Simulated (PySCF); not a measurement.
H₃O₂, SMILES O[OH2+], charge +1.

Coordinates come from a B3LYP-D3(BJ)/def2-TZVP optimisation. The isomer is the one that the SMILES or the coordinates give; other isomers of the formula were not compared.

Calculation: SMD-B3LYP/def2-SVP (PySCF).

Solvation free energies are E(SMD) − E(gas) at the gas-phase geometry, for 1 M in both phases.

| solvent | ΔG(solv) (kcal/mol) | its non-electrostatic (CDS) part |
|---|---|---|
| water | -92.1 | 2.1 |
| benzene | -41.2 | -1.6 |
| dimethylsulfoxide | ? | ? |

Q: Fill in the missing entries. (Estimate from the structure and the level; the computed values follow.)

A: 
- dimethylsulfoxide, ΔG(solv) (kcal/mol): -74.4
- dimethylsulfoxide, its non-electrostatic (CDS) part: -3.9
